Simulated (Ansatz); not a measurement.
Job for Ansatz (a program for electronic structure): U-wB97X-V/def2-TZVPP on NbS, 2S+1 = 4, a spin state set in the input, which need not be the lowest, a point of a bond scan (R = 2.130 Å). Elements past Kr take the def2 small-core potentials; no spin–orbit coupling.

Ansatz 0.2 input:
```yaml
crystal:
  periodic: [false, false, false]
  atoms:
    - {symbol: Nb, position_ang: [0.00000000, 0.00000000, 0.00000000]}
    - {symbol: S, position_ang: [0.00000000, 0.00000000, 2.12951800]}
basis:
  gaussian:
    orbitals: def2-TZVPP
    pivot_positions_ang: [[0.00000000, 0.00000000, 0.00000000], [0.00000000, 0.00000000, 2.12951800]]
hamiltonian:
  xc: {name: wB97X-V}
magnetization: {spin_polarized: true, initial_magnetization: 3}
output: {forces: true, orbitals: {seedname: ./end}}
```

Output:

```
WARN ansatz: RAYON_NUM_THREADS=2 ignored (pool sized by the plan → 2); use --threads N
Functional definition: wB97X-V
integrals: 0.04 GiB planned
635 factors; their error is unknown
integrals: 0.08 GiB planned
148 factors; integrals over basis functions are off by at most 2.9e-5 eV
mean field: 0.55 GiB planned
mean field evaluation 1: about -12379.5570 eV, gradient 1.8e1 eV
mean field evaluation 2: about -12377.7029 eV, gradient 2.8e1 eV
mean field evaluation 4: about -12381.4862 eV, gradient 1.8e0 eV
mean field evaluation 8: about -12381.5551 eV, gradient 1.2e-1 eV
mean field evaluation 16: about -12381.5755 eV, gradient 1.3e-3 eV
mean field evaluation 32: about -12381.2371 eV, gradient 3.8e0 eV
mean field -12381.57554267 eV, -455.0145086596 hartree, gradient 1.2e-5 eV, S^2 3.786255; 3 other end points of the search recorded, 0 dependent functions left out
the calculation of the forces begins
reference -12381.57554304 eV, -455.0145086734 hartree; 16, 13 occupied and 82, 85 virtual orbitals, 635 factors
Total energy: -12381.57554304 eV, -455.0145086734 hartree
Atom 0 at     0.000000     0.000000     0.000000 Å, force    -0.000000    -0.000000     0.439727 eV/Å
Atom 1 at     0.000000     0.000000     2.129518 Å, force    -0.000000     0.000000    -0.439727 eV/Å
Dipole moment:    -0.000000     0.000000    -1.135906 e Å
```

Self-consistency was reached.

Cost: about 27 core-seconds (a rough figure).
